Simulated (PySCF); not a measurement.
Si(F)2(H)(NCO) (CHF2NOSi), SMILES O=C=N[SiH](F)F. Heavy atoms are numbered as in [SiH:1]([F:2])([F:3])[N:4]=[C:5]=[O:6]. Hydrogens are named by the atom that carries them.

Coordinates come from a B3LYP-D3(BJ)/def2-SVP optimisation. This is a generated structure with no PubChem entry under its InChIKey; it may be hypothetical. The values are those of a single conformer.

Calculation: PBE/pcSseg-1 (PySCF).

GIAO shieldings, no solvent; atoms alike by connectivity are averaged. δ = σ(ref) − σ: ²⁹Si against TMS (σ = 335.4 ppm); ¹⁹F against CFCl3 (σ = 133.6 ppm); ¹⁵N against NH3 (σ = 267.0 ppm); ¹³C against TMS (σ = 182.0 ppm); ¹⁷O against H2O (σ = 334.3 ppm); ¹H against TMS (σ = 31.49 ppm), references at their B3LYP-D3(BJ)/def2-TZVP geometries, non-relativistic.

Computed chemical shifts:
| nucleus | atoms | count | δ (ppm) |
|---|---|---|---|
| ²⁹Si | Si1 (SiH) | 1 | -73.3 |
| ¹⁹F | F2 | 2 | -159.1 |
| ¹⁵N | N4 | 1 | 58.1 |
| ¹³C | C5 | 1 | 120.3 |
| ¹⁷O | O6 | 1 | 152.2 |
| ¹H | H on Si1 | 1 | 4.98 |
